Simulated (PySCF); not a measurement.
Level of theory: B3LYP-D3(BJ)/def2-TZVP // TPSS-D3(BJ)/def2-SVP run with PySCF. All species are isolated molecules in the gas phase. B3LYP has the VWN-RPA correlation part, as in Gaussian. 

Reference species: [Mo(Cl)6] (neutral, multiplicity 1).

```json
{
  "coordination_number": "6",
  "HOMO": "-8.91 eV"
}
```

Changed species: [Mo(Cl)3(F)3] (3 of 6 Cl replaced by F; the reference has 0 of 6 Cl replaced by F).

Question: What does the change do to the coordination number and HOMO?

Answer: the coordination number stays essentially unchanged; the HOMO falls by 0.51 eV, to -9.42 eV.
